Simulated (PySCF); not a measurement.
Vertical excitations of a molecule C5H7F from TDA-M06-2X/def2-SVPD (PySCF), as energy in eV (oscillator strength): 7.03 (0.027), 7.34 (0.028), 7.74 (0.034), 7.76 (0.087), 7.86 (0.035), 7.88 (0.312), 8.12 (0.054), 8.22 (0.340), 8.41 (0.050), 8.46 (0.001). Lowest triplet (TDA): 4.73 eV. The structure is a stationary point at B3LYP-D3(BJ)/def2-SVP. Other conformers were not sampled.

Question: Which structure fits?
A) C=CC(F)C=C
B) C=C=C(F)CC
C) C=C1CC(F)C1
D) CC=C=C(C)F

Answer: A, C=CC(F)C=C
